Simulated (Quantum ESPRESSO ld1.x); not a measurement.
All-electron atom: Pm34+ in [Ar] 3d9 (the NIST ground configuration). All-electron calculation, Dirac Kohn-Sham, PBE, spin-unpolarised, spherical densities, point nucleus; open shells are shared between the two j in proportion to 2j + 1. Program: ld1.x of Quantum ESPRESSO 7.5.

Normalised radial functions P(r) = r R(r) (large component), r in bohr:

```
   r/bohr * 3s1/2, o 3d3/2, + 3d5/2 (the largest magnitude, 2.25, reaches the edge; | marks zero, & curves that meet)
 0.002462                             &    *
  0.00308                             &     *
 0.003822                             &      *
 0.004782                             &      *
 0.005935                             &       *
 0.007425                             &        *
 0.009215                             &         *
  0.01153                             &         *
  0.01431                             &        *
  0.01776                             +o     *
  0.02222                             |&   *
  0.02757                             |&o
   0.0345                         *   | +o
  0.04281                    *        |   &
  0.05356               *             |     &
  0.06648             *               |        &
  0.08317               *             |            +o
   0.1032                      *      |                 &
   0.1291                             |    *                +o
   0.1603                             |               *        &
   0.2005                             |                        *&
   0.2489                             |                      &   *
   0.3089                             |                 &   *
   0.3864                             |          &  *
   0.4796                             |     &
      0.6                             | &
   0.7446                             *&
```

3s1/2: eigenvalue -2876.1 eV, 2 radial nodes at r = 0.0287, 0.119 bohr, <r> = 0.254 bohr, 90 % of the charge inside 0.371 bohr. 3d3/2: eigenvalue -2327.0 eV, 0 radial nodes, <r> = 0.224 bohr, 90 % of the charge inside 0.347 bohr. 3d5/2: eigenvalue -2300.1 eV, 0 radial nodes, <r> = 0.228 bohr, 90 % of the charge inside 0.352 bohr.
